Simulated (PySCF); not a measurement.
oxalic acid (C2H2O4), SMILES O=C(O)C(=O)O. The structure is a stationary point at PBE0-D3(BJ)/def2-SVP. One conformer was computed; it need not be the lowest.

Computed equilibrium geometry at PBE0-D3(BJ)/def2-SVP (PySCF confirms it by a frequency run) as a Z-matrix, and its point group (one conformer of several):
point group C2h.
```
C
O 1 1.1971
O 1 1.3263 2 125.41
H 3 0.9699 1 106.78 2 0.00
C 1 1.5344 2 124.11 3 180.00
O 5 1.1971 1 124.11 2 180.00
O 5 1.3263 6 125.41 1 180.00
H 7 0.9699 5 106.78 6 0.00
```
